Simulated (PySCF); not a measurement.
In(Me)(SH)2 (CH₅InS₂), SMILES [CH3][In]([SH])[SH].

Geometry: B3LYP-D3(BJ)/def2-SVP. The structure was generated by enumeration; whether it is a known compound was not checked. The def2 effective core potentials stand for the cores of In; spin–orbit coupling is left out. Other conformers were not sampled.

Method: PBE0/def2-TZVP run with PySCF.

Gas-phase values at a fixed geometry.

| Property | Value |
|---|---|
| total energy | -1027.41659 hartree |
| highest occupied level | -7.20 eV |
| lowest empty level | -1.20 eV |
| orbital gap | 6.00 eV |
| dipole moment | 2.57 D |
| quadrupole, principal values (traceless, Buckingham form, about the centre of nuclear charge) | -6.82, 1.67, 5.14 D·Å |
| mean static polarisability | 92.3 bohr³ (13.68 Å³) |
| polarisability, principal values | 62.8, 104.3, 110.0 bohr³ |
